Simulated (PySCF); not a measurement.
# Peak assignment

Numbering as in the mapped SMILES `[CH3:1][Si:2]([CH3:3])([CH3:4])[CH:5]([F:6])[F:7]`; H(Xn) means a hydrogen on atom n.

- structure optimised with PBE0-D3(BJ)/def2-TZVP
- σ from GIAO-B97-2/pcSseg-2
- code: PySCF 2.14
- gas phase, non-relativistic, one averaged value for each set of equivalent atoms, a single conformation

Scale: 13C and 1H against TMS (reference shieldings calculated alike).

Problem. Assign these signals to the numbered atoms. 13C{1H} NMR (computed): δ 131.2 (CH), -5.1 (CH3).

Solution. 
| δ (ppm) | atoms | environment | reason |
| --- | --- | --- | --- |
| 131.2 | C5 | sp3 CH bonded to 2 F and Si | 2 electronegative neighbours deshield it |
| -5.1 | C1/C3/C4 | methyl carbon bonded to Si | an electropositive neighbour leaves it electron-rich and shielded |

Problem. Assign these signals to the numbered atoms. 1H NMR (600 MHz, computed): δ 5.99 (m, 1H), 0.13 (s, 9H).

Solution. 
| δ (ppm) | atoms | environment | reason |
| --- | --- | --- | --- |
| 5.99 | H(C5) | hydrogen on an sp3 CH bonded to 2 F and Si | its carbon carries F, hence the downfield position |
| 0.13 | H(C1)/H(C3)/H(C4) | hydrogen on a methyl carbon bonded to Si | an electropositive neighbour shields it, as in TMS itself |

Splittings by 19F in the carbon and heteronuclear signals aren't shown, as no couplings were computed. Shifts are as computed. Against solution values, carbons near 30 ppm lie about +3 ppm off and those near 130 ppm about +7 ppm. Of 1211 compounds with measured shifts, 218 miss one by over three times the rms of a fit or turn the order of signals round; such compounds aren't used in these exercises. Multiplicities follow the n + 1 count of equivalent neighbours, as no J values were calculated; m marks all less simple cases, F and P coupling included.
